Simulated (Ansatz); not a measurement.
```yaml
crystal:
  periodic: [false, false, false]
  atoms:
    - {symbol: C, position_ang: [1.269036, 2.720531, 0.504267]}
    - {symbol: N, position_ang: [1.090342, 1.316388, 0.496007]}
    - {symbol: W, position_ang: [0.540123, -0.318919, 0.171864]}
    - {symbol: N, position_ang: [2.115173, -1.351564, -0.382730]}
    - {symbol: N, position_ang: [-0.611508, -0.404991, -1.151986]}
    - {symbol: C, position_ang: [-1.437913, 0.001881, -2.229986]}
    - {symbol: O, position_ang: [-0.283359, -1.012602, 1.737565]}
    - {symbol: C, position_ang: [-1.461851, -1.722134, 1.990248]}
    - {symbol: H, position_ang: [0.996961, 3.145836, 1.477448]}
    - {symbol: H, position_ang: [2.318341, 2.975638, 0.314741]}
    - {symbol: H, position_ang: [0.662487, 3.215153, -0.263259]}
    - {symbol: H, position_ang: [2.091241, -2.058220, -1.100364]}
    - {symbol: H, position_ang: [3.062119, -1.076405, -0.176733]}
    - {symbol: H, position_ang: [-1.405158, 1.085964, -2.385988]}
    - {symbol: H, position_ang: [-1.122738, -0.482916, -3.161105]}
    - {symbol: H, position_ang: [-2.480390, -0.282721, -2.048570]}
    - {symbol: H, position_ang: [-1.219899, -2.684040, 2.454390]}
    - {symbol: H, position_ang: [-2.028616, -1.910674, 1.071730]}
    - {symbol: H, position_ang: [-2.094392, -1.156215, 2.682479]}
basis:
  gaussian: {orbitals: def2-TZVPP, fitting: {mean_field: cc-pVTZ-jkfit}}
magnetization: {spin_polarized: true, initial_magnetization: 2}
hamiltonian: {xc: {name: RPBE}}
output: {forces: true}
```

```sh
$ ansatz run in.yaml --threads 4 --pin off --events-out ev --progress --plain --max-ram 66560MiB --backend cuda --devices 0, --max-vram 37GiB
```

Q: How does Ansatz answer? (Best estimate.)

A: The calculation gave: The input was rejected before any iteration.
```
Functional definition: RPBE
  name "RPBE"
  cite "Hammer, Hansen & Nørskov, Phys. Rev. B 59, 7413 (1999) doi:10.1103/PhysRevB.59.7413"
  cite "Perdew, Burke & Ernzerhof, Phys. Rev. Lett. 77, 3865 (1996) doi:10.1103/PhysRevLett.77.3865"
  parameter kappa = 0.804
  parameter beta = 0.06672455060314922
  exchange = rpbe_x(kappa = kappa, mu = beta*pi^2/3)
  correlation = pbe_c(beta = beta)
Error: <dir> the basis set cc-pVTZ-JKFIT has no functions for W
```
